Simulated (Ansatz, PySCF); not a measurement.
Molecule: BiH5, net charge 0, singlet state. SMILES: [BiH5]
Geometry from a B3LYP-D3(BJ)/def2-TZVP (Ansatz, a program for electronic structure) optimisation:
```
Bi
H 1 1.7992
H 1 1.7992 2 120.00
H 1 1.7992 2 120.00 3 -180.00
H 1 1.8661 2 90.00 3 -90.00
H 1 1.8661 2 90.00 5 180.00
```
Charge 0, spin multiplicity 1.

Wanted: vertical triplet-singlet gap, E(triplet) - E(singlet), in eV. Conventions: 6-31G* and kin with 6d, 5d where marked; def2 sets with scalar-relativistic core potentials past Kr; dispersion terms only where a functional's name holds one; each state is the SCF solution reached for its charge and spin; LANL2DZ with its own core potentials from Na on; open shells spin-unrestricted; no spin-orbit coupling; valence correlation only (noble-gas shells and the d and f shells of earlier blocks). First-principles rows: single points at B3LYP-D3(BJ) geometries (Ansatz). A UHF reference is markedly spin-contaminated in at least one set, which strains HF and MP2. Levels can end on unlike triplets.

```json
[
 {"level": "HF/6-31G* with LANL2DZ past Ar", "program": "Ansatz", "vertical triplet-singlet gap, E(triplet) - E(singlet) (eV)": "2.41"},
 {"level": "PBE/6-31G* with LANL2DZ past Ar", "program": "Ansatz", "vertical triplet-singlet gap, E(triplet) - E(singlet) (eV)": "2.45"},
 {"level": "B3LYP/6-31G* with LANL2DZ past Ar", "program": "Ansatz", "vertical triplet-singlet gap, E(triplet) - E(singlet) (eV)": "2.57"},
 {"level": "M06-2X/6-31G* with LANL2DZ past Ar (5d)", "program": "PySCF", "vertical triplet-singlet gap, E(triplet) - E(singlet) (eV)": "2.81"},
 {"level": "MP2/6-31G* with LANL2DZ past Ar", "program": "Ansatz", "vertical triplet-singlet gap, E(triplet) - E(singlet) (eV)": "2.84"},
 {"level": "PBE/def2-TZVPD", "program": "Ansatz", "vertical triplet-singlet gap, E(triplet) - E(singlet) (eV)": "1.87"},
 {"level": "B3LYP/def2-TZVPD", "program": "Ansatz", "vertical triplet-singlet gap, E(triplet) - E(singlet) (eV)": "1.99"},
 {"level": "PBE0/def2-TZVPD", "program": "Ansatz", "vertical triplet-singlet gap, E(triplet) - E(singlet) (eV)": "2.01"}
]
```

No value to compare with is used here. The 5 habitual levels span 2.41 (HF/6-31G* with LANL2DZ past Ar) to 2.84 eV (MP2/6-31G* with LANL2DZ past Ar); PBE/def2-TZVPD gives 1.87.

The levels are drawn from those run, B3LYP/6-31G* more often than the rest, none by its result; left out are runs that failed, that the program found above a lower state of the same kind, or whose <S^2> lies over 0.5 above the pure value.
